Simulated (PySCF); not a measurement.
# Si30H48: Orbital levels and atomic charges

System: Si30H48 (flake silicane).

Cartesian coordinates (Å):
```
  1 Si    6.009    1.146   -0.281
  2 Si    4.007    2.188    0.325
  3 Si    2.004    1.146   -0.280
  4 Si    2.004   -1.147    0.277
  5 Si    4.007   -2.187   -0.330
  6 Si    6.009   -1.145    0.278
  7 Si  -10.007    1.146   -0.281
  8 Si  -12.000    2.211    0.324
  9 Si  -13.928    1.105   -0.362
 10 Si  -13.928   -1.105    0.361
 11 Si  -11.999   -2.211   -0.325
 12 Si  -10.008   -1.145    0.282
 13 Si   -2.005    1.146   -0.278
 14 Si   -4.008    2.188    0.329
 15 Si   -6.009    1.145   -0.279
 16 Si   -6.010   -1.145    0.280
 17 Si   -4.008   -2.188   -0.327
 18 Si   -2.003   -1.146    0.279
 19 Si    0.000    2.187    0.330
 20 Si   -0.001   -2.187   -0.330
 21 Si   10.008    1.145   -0.281
 22 Si    8.010    2.186    0.336
 23 Si    8.011   -2.186   -0.336
 24 Si   10.007   -1.145    0.282
 25 Si   13.928    1.105   -0.358
 26 Si   11.999    2.211    0.326
 27 Si   11.999   -2.211   -0.323
 28 Si   13.929   -1.105    0.362
 29 Si   -8.009    2.185    0.335
 30 Si   -8.010   -2.186   -0.335
 31 H     6.026    1.142   -1.769
 32 H     4.017    2.277    1.797
 33 H     4.015    3.600   -0.096
 34 H     2.006    1.143   -1.768
 35 H     2.008   -1.142    1.765
 36 H     4.016   -2.275   -1.802
 37 H     4.014   -3.599    0.090
 38 H     6.024   -1.141    1.766
 39 H   -10.012    1.134   -1.769
 40 H   -12.009    2.290    1.795
 41 H   -11.998    3.624   -0.085
 42 H   -13.970    1.120   -1.835
 43 H   -15.163    1.815    0.005
 44 H   -13.969   -1.120    1.833
 45 H   -15.162   -1.815   -0.006
 46 H   -12.009   -2.292   -1.796
 47 H   -11.999   -3.624    0.084
 48 H   -10.014   -1.134    1.770
 49 H    -2.007    1.142   -1.766
 50 H    -4.016    2.276    1.801
 51 H    -4.014    3.600   -0.091
 52 H    -6.024    1.141   -1.767
 53 H    -6.025   -1.141    1.768
 54 H    -4.017   -2.276   -1.799
 55 H    -4.015   -3.600    0.093
 56 H    -2.006   -1.143    1.767
 57 H     0.001    2.277    1.802
 58 H     0.000    3.599   -0.093
 59 H     0.000   -2.277   -1.802
 60 H     0.000   -3.599    0.094
 61 H    10.013    1.134   -1.768
 62 H     8.023    2.261    1.808
 63 H     8.022    3.603   -0.069
 64 H     8.027   -2.260   -1.809
 65 H     8.022   -3.603    0.068
 66 H    10.014   -1.134    1.770
 67 H    13.970    1.121   -1.831
 68 H    15.162    1.816    0.009
 69 H    12.009    2.291    1.798
 70 H    11.999    3.625   -0.082
 71 H    12.010   -2.291   -1.794
 72 H    11.999   -3.625    0.086
 73 H    13.970   -1.121    1.834
 74 H    15.162   -1.816   -0.006
 75 H    -8.025    2.262    1.808
 76 H    -8.023    3.602   -0.070
 77 H    -8.025   -2.262   -1.807
 78 H    -8.023   -3.603    0.071
```

Method: PBE0/6-31G*, gas phase, PySCF, fitting set def2-universal-JFIT up to Ne and JKFIT beyond, grid level 1.

**Question.** Give the orbital energies near the gap.

**Answer.** 
```csv
orbital,eV
HOMO-4,-7.65
HOMO-3,-7.54
HOMO-2,-7.50
HOMO-1,-7.44
HOMO,-7.07
LUMO,-2.28
LUMO+1,-1.84
LUMO+2,-1.59
LUMO+3,-1.23
```

**Question.** Give the partial charges of the non-hydrogen atoms.

**Answer.** 
```csv
atom,Mulliken,IAO,Hirshfeld
Si1,-0.05,0.05,0.07
Si2,0.12,0.19,0.14
Si3,-0.06,0.05,0.07
Si4,-0.06,0.05,0.07
Si5,0.12,0.19,0.14
Si6,-0.06,0.05,0.07
Si7,-0.06,0.04,0.06
Si8,0.08,0.17,0.13
Si9,0.06,0.16,0.14
Si10,0.06,0.16,0.13
Si11,0.08,0.17,0.13
Si12,-0.06,0.04,0.06
Si13,-0.06,0.05,0.07
Si14,0.12,0.19,0.14
Si15,-0.05,0.05,0.07
Si16,-0.05,0.05,0.07
Si17,0.12,0.19,0.14
Si18,-0.06,0.05,0.07
Si19,0.12,0.19,0.14
Si20,0.12,0.19,0.14
Si21,-0.06,0.04,0.06
Si22,0.12,0.19,0.13
Si23,0.12,0.19,0.13
Si24,-0.06,0.04,0.06
Si25,0.06,0.16,0.13
Si26,0.08,0.17,0.13
Si27,0.08,0.17,0.13
Si28,0.06,0.16,0.13
Si29,0.12,0.19,0.13
Si30,0.12,0.19,0.13
```
